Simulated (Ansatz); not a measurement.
Input file for Ansatz (a program for electronic structure): R-CCSD(T)/def2-SVP on BHI2O (SMILES OB(I)I), a point of a torsion scan. Elements past Kr take the def2 small-core potentials; no spin–orbit coupling. The run froze 20 orbitals, filled d shells among them.

Ansatz 0.2 input:
```yaml
crystal:
  periodic: [false, false, false]
  atoms:
    - {symbol: O, position_ang: [-0.72327827, -0.79691536, -0.27049732]}
    - {symbol: B, position_ang: [0.23205770, 0.09240854, -0.10794233]}
    - {symbol: I, position_ang: [2.19157818, -0.49203206, -0.65558156]}
    - {symbol: I, position_ang: [-0.12137328, 1.99590000, 0.79336392]}
    - {symbol: H, position_ang: [-1.52319617, -0.86488950, 0.24992350]}
basis:
  gaussian:
    orbitals: def2-SVP
magnetization: {spin_polarized: false}
correlation: {method: ccsd_t, electrons: outside_noble_gas}
scf: {lower_state_search: off}
```

Task: Predict the final total energy.

Result: -693.9586 hartree (reference determinant -693.4591, T1 diagnostic 0.014).

Task: How many basis functions does it have, and what does it roughly cost on one machine?

Result: 85 functions; about 6 core-seconds (a rough figure).
